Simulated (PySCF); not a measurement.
Correlation energy of Al⁺ (aluminium, charge +1)

[Ne] 3p2, high-spin 3P determinant (an excited configuration). Computed with PySCF 2.14 in ANO-RCC-VTZP (5s4p2d1f, 34 functions), with the spin-free X2C one-electron Hamiltonian (Gaussian nucleus). Frozen: 1s2; 10 electrons correlated.

MP2 pair energies summed by pair of shells (mhartree):

```csv
pair,energy,share (%)
2p-2p,-156.22,74.2
2s-2p,-31.00,14.7
2p-3p,-8.88,4.2
2s-2s,-7.28,3.5
3p-3p,-5.74,2.7
2s-3p,-1.46,0.7
```

Total MP2 correlation energy: -210.59 mhartree.

Same-spin part -65.01 and opposite-spin part -145.58 mhartree; SCS-MP2 scales them by 1/3 and 6/5 to -196.37 mhartree.
